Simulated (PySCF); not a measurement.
C10H7N3, SMILES C1C2=CC=CC3N2C(C=CN=3)=NC=1. Atoms are numbered in the order given.

```xyz
20

C     -0.4976    -2.7401     0.0000
C      0.8014    -2.2822     0.0000
C      1.0895    -0.8915     0.0000
N      2.3510    -0.4706     0.0000
C      2.5859     0.8483     0.0000
C      1.5958     1.8039     0.0000
C      0.2330     1.4041     0.0000
N     -0.7455     2.2937     0.0000
C     -2.0186     1.8503     0.0000
C     -2.3602     0.5239     0.0000
C     -1.3289    -0.4640     0.0000
C     -1.5684    -1.8369     0.0000
N     -0.0058     0.0058     0.0000
H     -0.6958    -3.8146     0.0000
H      1.6658    -2.9438     0.0000
H      3.6397     1.1498     0.0000
H      1.7972     2.8733     0.0000
H     -2.7961     2.6223     0.0000
H     -3.3976     0.1913     0.0000
H     -2.6038    -2.1755     0.0000
```

Coordinates come from a B3LYP-D3(BJ)/def2-SVP optimisation.

Method: TDA-B3LYP/def2-SVP (PySCF).

Vertical excitations. Isolated molecule, no solvent. State labels are in the subgroup Cs.

| state | symmetry | energy (eV) | λ (nm) | f | main pairs |
|---|---|---|---|---|---|
| S1 | A' | 1.88 | 658 | 0.001 | HOMO→LUMO 99 % |
| S2 | A' | 3.87 | 320 | 0.155 | HOMO→LUMO+1 81 %, HOMO−3→LUMO 13 % |
| S3 | A' | 4.02 | 308 | 0.207 | HOMO→LUMO+2 83 % |
| S4 | A" | 4.10 | 302 | 0.000 | HOMO−1→LUMO 62 %, HOMO−2→LUMO 35 % |
| S5 | A" | 4.13 | 300 | 0.000 | HOMO−2→LUMO 62 %, HOMO−1→LUMO 35 % |
| S6 | A" | 5.29 | 234 | 0.003 | HOMO−2→LUMO+1 65 %, HOMO−1→LUMO+1 32 % |
| T1 | A' | 1.61 | 772 | 0 | HOMO→LUMO 99 % |
| T2 | A' | 2.53 | 491 | 0 | HOMO→LUMO+1 98 % |
Triplets are in the Tamm–Dancoff approximation.
